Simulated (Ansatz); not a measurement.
`FC(S)S` and `[CH3][Zn][CH](F)S` differ in one atom or group.

Ansatz, PBE0-D4/def2-TZVP geometries, multiplicity 1. Each molecule was computed in one conformer, which needn't be the lowest.

Scalar relativity is left out up to krypton.

```
                                      property  `FC(S)S`
         HOMO–LUMO gap (B3LYP/def2-TZVPP) / eV      6.59
           HOMO–LUMO gap (PBE/def2-TZVPP) / eV      4.84
           LUMO energy (B3LYP/def2-TZVPP) / eV     -0.59
            LUMO energy (PBE0/def2-TZVPP) / eV     -0.33
       HOMO–LUMO gap (ωB97M-V/def2-TZVPP) / eV     11.26
size of the dipole moment (PBE/def2-TZVPP) / D      2.15
```

Give the same properties after the change, and the shifts. (Best estimate.)

Ansatz gave: 
| property | `[CH3][Zn][CH](F)S` | shift |
| --- | --- | --- |
| HOMO–LUMO gap (B3LYP/def2-TZVPP) / eV | 5.87 | -0.72 |
| HOMO–LUMO gap (PBE/def2-TZVPP) / eV | 4.41 | -0.43 |
| LUMO energy (B3LYP/def2-TZVPP) / eV | -0.84 | -0.25 |
| LUMO energy (PBE0/def2-TZVPP) / eV | -0.57 | -0.24 |
| HOMO–LUMO gap (ωB97M-V/def2-TZVPP) / eV | 9.92 | -1.34 |
| size of the dipole moment (PBE/def2-TZVPP) / D | 2.04 | -0.11 |

With PBE0 the HOMO rises by 0.50 eV and the LUMO falls by 0.24 eV, so the gap narrows by about 0.74 eV. PBE moves the HOMO by 0.39 eV and ωB97M-V by 0.54 eV. Dipoles are sizes alone; their direction can turn.

B3LYP here is the variant with VWN-RPA as its local correlation; programs differ in this.
